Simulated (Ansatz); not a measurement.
One change: `OC/C=C/Cl` becomes `O[SiH2]/C=C/Cl`.

Ansatz, PBE0-D4/def2-TZVP geometries, multiplicity 1. Each molecule was computed in one conformer, which needn't be the lowest.

```tsv
property	`OC/C=C/Cl`
HOMO energy (B3LYP/def2-TZVPP) / eV	-7.26
size of the dipole moment (B3LYP/def2-TZVPP) / D	1.07
HOMO energy (ωB97M-V/def2-TZVPP) / eV	-9.67
LUMO energy (PBE/def2-TZVPP) / eV	-1.41
size of the dipole moment (ωB97M-V/def2-TZVPP) / D	1.08
HOMO energy (PBE/def2-TZVPP) / eV	-6.23
```

**Question.** Give the same properties after the change, and the shifts. (Best estimate.)

**Answer.** Computed: 
```
                                          property  `O[SiH2]/C=C/Cl`  shift
               HOMO energy (B3LYP/def2-TZVPP) / eV             -7.38  -0.12
  size of the dipole moment (B3LYP/def2-TZVPP) / D              1.46   0.39
             HOMO energy (ωB97M-V/def2-TZVPP) / eV             -9.78  -0.11
                 LUMO energy (PBE/def2-TZVPP) / eV             -1.67  -0.26
size of the dipole moment (ωB97M-V/def2-TZVPP) / D              1.47   0.39
                 HOMO energy (PBE/def2-TZVPP) / eV             -6.46  -0.23
```

With PBE0 the HOMO falls by 0.14 eV and the LUMO falls by 0.31 eV, so the gap narrows by about 0.17 eV. PBE moves the HOMO by -0.23 eV and ωB97M-V by -0.11 eV. Dipoles are sizes alone; their direction can turn.

B3LYP here is the variant with VWN-RPA as its local correlation; programs differ in this.
